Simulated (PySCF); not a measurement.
Solvent effects on NMR parameters

Cartesian coordinates in Å; atom numbers follow the order of the lines, from 1:
```xyz
17

C    -2.2555    0.8315    0.0298
C    -2.3754   -0.5712   -0.1152
C    -1.2555   -1.3677   -0.1596
C     0.0387   -0.7951   -0.0605
N     1.1185   -1.6153   -0.1085
C     2.3092   -1.0780   -0.0163
C     2.5445    0.3115    0.1315
C     1.4653    1.1592    0.1821
C     0.1582    0.6220    0.0860
C    -1.0150    1.4169    0.1284
H    -3.1559    1.4493    0.0630
H    -3.3683   -1.0209   -0.1925
H    -1.3175   -2.4518   -0.2709
H     3.1636   -1.7654   -0.0581
H     3.5675    0.6867    0.2026
H     1.5968    2.2389    0.2954
H    -0.9164    2.5000    0.2406
```

GIAO PBE0/pcSseg-1 in PySCF 2.14.0 with density-fitted response routines on one PBE0-D3(BJ)/def2-SVP conformer, non-relativistic, equivalent nuclei averaged. Solvents enter as an IEF-PCM continuum (tetrahydrofuran with ε = 7.4, methanol with ε = 32.6) around the gas-phase geometry. Shifts are referred to TMS computed in the same medium.

Gas phase, δ in ppm: C6 155.0, C4 152.3, C8 141.3, C3 138.1, C2 134.7, C10 133.2, C1 132.0, C9 131.3, C7 125.7, H14 9.06, H13 8.45, H16 8.17, H17 7.94, H12 7.93. Dipole moment 2.09 D.

Question: How does each δ change in the continuum?

Answer: 
```csv
atoms,environment,"Δδ, tetrahydrofuran","Δδ, methanol"
C6,aromatic CH next to a ring nitrogen,+2.1,+2.6
C4,ring-fusion aromatic carbon,+0.1,+0.1
C8,aromatic CH,+3.1,+3.9
C3,aromatic CH,-0.5,-0.7
C2,aromatic CH,+2.0,+2.5
C10,aromatic CH,+2.0,+2.6
C1,aromatic CH,+1.8,+2.2
C9,ring-fusion aromatic carbon,+1.0,+1.2
C7,aromatic CH,+2.1,+2.7
H14,hydrogen on an aromatic CH next to a ring nitrogen,+0.05,+0.06
H13,hydrogen on an aromatic CH,-0.01,-0.02
H16,hydrogen on an aromatic CH,+0.37,+0.46
H17,hydrogen on an aromatic CH,+0.30,+0.38
H12,hydrogen on an aromatic CH,+0.22,+0.27
```

Changes are relative to the gas phase. The dipole moment becomes 2.90 D in tetrahydrofuran, 3.10 D in methanol.

Question: Which of the listed nuclei move most (in ppm), and what does the model miss? (N and O are left out, as their reference compounds move with the solvent too.)

Answer: C8 (aromatic CH, +3.9 ppm) in methanol. A continuum only polarises the solute; specific hydrogen bonds, the anisotropy of aromatic solvents and changes of geometry or conformer are outside it.
